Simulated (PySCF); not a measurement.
# As+: ionisation energy

As+ [Ar] 3d10 4s2 4p2 (3P) → As(2+) [Ar] 3d10 4s2 4p1 (2P), as a difference of total energies. All numbers are calculated (PySCF 2.14, scalar relativity by spin-free X2C-1e, in dyall-av3z (24s17p11d2f, 144 functions)). Correlated levels: valence: [Ar] 3d10 frozen; virtual orbitals above 40 to 60 times the deepest correlated orbital energy dropped. The calculations carry no spin-orbit coupling.

```
   method  ionisation energy (eV)
      UHF                  17.980
      LDA                  18.662
      PBE                  18.502
     PBE0                  18.556
   r2SCAN                  18.726
    TPSSh                  18.563
     PW91                  18.575
BHandHLYP                  18.421
```

Estimate what MP2 (valence) gives.

18.357 eV, closest to BHandHLYP among the rows shown.

Estimate what SCS-MP2 (valence) gives.

18.281 eV, closest to BHandHLYP among the rows shown.

A first-order spin-orbit estimate (lowest level to lowest level, LS coupling) adds -0.032 eV.

For comparison: 18.589 eV (measured; NIST Atomic Spectra Database, ionization energies).
